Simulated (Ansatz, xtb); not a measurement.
**AlBClH3N: which of two structures lies lower**

Structure a: a doublet given by its coordinates. Structure b: `[AlH][NH]BCl`, a doublet. Both are isolated molecules in the gas phase, relaxed with B3LYP-D3(BJ)/def2-SVP; the shapes shown needn't be the lowest conformers.

a (Å):

```xyz
7

Al    0.7073    1.5683    0.3707
B    -0.7774    0.0845   -1.2478
Cl    0.9106    0.4305   -1.9657
N    -0.9157    0.6898   -0.0263
H     0.7506    3.1327    0.0261
H    -1.7742    0.5790    0.5047
H    -1.5082   -0.5990   -1.9064
```

Close contacts (Å): Al1–B2 2.65, Al1–Cl3 2.61, Al1–N4 1.89, B2–Cl3 1.87, B2–N4 1.37, Al1–H5 1.60, B2–H7 1.20, N4–H6 1.02.

b (Å):

```tsv
atom	x (Å)	y (Å)	z (Å)
Al	-1.1515	2.6425	0.5931
B	-1.7593	0.4913	-1.2160
Cl	-1.4085	-1.0798	-1.9801
N	-0.8972	1.0428	-0.2568
H	0.0010	3.0219	1.6443
H	-0.0711	0.4828	-0.0375
H	-2.7652	1.0614	-1.5549
```

Quicker runs give these differences E(b) − E(a): GFN2-xTB +12.47 kcal/mol; HF/STO-3G −0.26 kcal/mol (at GFN2-xTB geometries); r2SCAN-D4/def2-SVP −1.56 kcal/mol (at GFN2-xTB geometries).

Q: Estimate E(b) − E(a) at the level CCSD(T)/def2-SVP + ΔMP2/def2-TZVPP.

A: Not settled: CCSD(T)/def2-SVP + ΔMP2/def2-TZVPP gives E(b) − E(a) = +1.13 kcal/mol, but this leans on the basis-set step: CCSD(T) alone gives +0.82 kcal/mol.

How the difference moves with the method:

```
                             level               geometry  E(b) − E(a) (kcal/mol)  departure from the last row (kcal/mol)  job, with rough time for the two
                          GFN2-xTB               GFN2-xTB                    +12.47                                  +11.34              optimisation, 0.25 s
                         HF/STO-3G               GFN2-xTB                     −0.26                                   −1.39              single point, 0.46 s
                r2SCAN-D4/def2-SVP               GFN2-xTB                     −1.56                                   −2.69               single point, 8.7 s
             B3LYP-D3(BJ)/def2-SVP  B3LYP-D3(BJ)/def2-SVP                     +0.48                                   −0.66                optimisation, 98 s
                       HF/def2-SVP  B3LYP-D3(BJ)/def2-SVP                     −2.52                                   −3.65           part of the CCSD(T) run
                      MP2/def2-SVP  B3LYP-D3(BJ)/def2-SVP                     +0.47                                   −0.66           part of the CCSD(T) run
                  CCSD(T)/def2-SVP  B3LYP-D3(BJ)/def2-SVP                     +0.82                                   −0.31                      single point
CCSD(T)/def2-SVP + ΔMP2/def2-TZVPP  B3LYP-D3(BJ)/def2-SVP                     +1.13                                                        single point, 37 s
```

r2SCAN-D4/def2-SVP, HF/def2-SVP put the two in the other order. HF/STO-3G, B3LYP-D3(BJ)/def2-SVP, MP2/def2-SVP find them nearly level. The largest departure from CCSD(T)/def2-SVP + ΔMP2/def2-TZVPP is that of GFN2-xTB, 11.34 kcal/mol. The last row adds to CCSD(T) the change of the MP2 difference between the two basis sets, here +0.31 kcal/mol.

With harmonic frequencies from B3LYP-D3(BJ)/def2-SVP (ideal gas, rigid rotor, one conformer each, 298.15 K, 1 atm): the zero-point term adds −0.02 kcal/mol; ΔH is +1.30 and ΔG +0.71 kcal/mol.

Open shells are spin-unrestricted. The correlated steps freeze 12 core orbitals. Mirror images aren't counted in ΔG. Codes used: Ansatz 0.2.0, xtb 6.7.1; the last row on 1 thread of Arm Neoverse V1 on a shared host.
